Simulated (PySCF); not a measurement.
A GIAO shielding run with PySCF 2.14 (density fitting, non-relativistic, gas phase) on SMILES Pc1ccccc1, C$_{6}$H$_{7}$P:

```
$ OMP_NUM_THREADS=1 python probes_run.py task.json out

{"job": {"kind": "nmr", "xc": "PBE0", "basis": "pcSseg-0", "pop": true}, "charge": 0, "multiplicity": 1}
P      2.662249    -0.242083     0.669045
C      0.879447    -0.081769     0.245552
C      0.111810    -1.215224    -0.050617
C     -1.259951    -1.106465    -0.271709
C     -1.888173     0.135169    -0.192630
C     -1.133892     1.267937     0.110102
C      0.237365     1.160572     0.331450
H      3.122616     0.901820    -0.051065
H      3.014197    -1.151342    -0.373967
H      0.589252    -2.197058    -0.116701
H     -1.841199    -2.000821    -0.509803
H     -2.963077     0.220631    -0.367805
H     -1.616409     2.246475     0.172717
H      0.814800     2.058770     0.568391
```

Hardware: 1 thread of an Arm Neoverse V2, shared host. The job also computes population analyses, field gradients, ring-centre shieldings.

(1) How large is the calculation?

(2) How long does it take, and how much memory does it need?

Results:

(1) 58 electrons, 81 basis functions and 764 auxiliary functions.

(2) 5.9 s of wall time, with 12 SCF cycles and 5 response iterations; peak memory 0.51 GiB. Times on a shared host scatter by some tens of per cent.
